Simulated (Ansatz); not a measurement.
`C[SiH]1[O][Al]1[TeH]`, charge 0, multiplicity 1.

Problem. Give a relaxed structure at PBE0-D4/def2-TZVP (Ansatz 0.2.0). (Best estimate.)

Solution. The calculation gave: 
Cartesian coordinates in Å:
```
C 1.411 -1.408 -0.504
Si -0.294 -0.861 0.003
O -0.366 0.436 1.065
Al -1.238 1.204 -0.242
Te -2.162 3.557 -0.259
H 1.919 -1.859 0.355
H 1.347 -2.165 -1.291
H 2.014 -0.576 -0.867
H -1.057 -2.060 0.457
H -1.575 3.732 1.283
```
This is one stationary point; other conformers may exist.
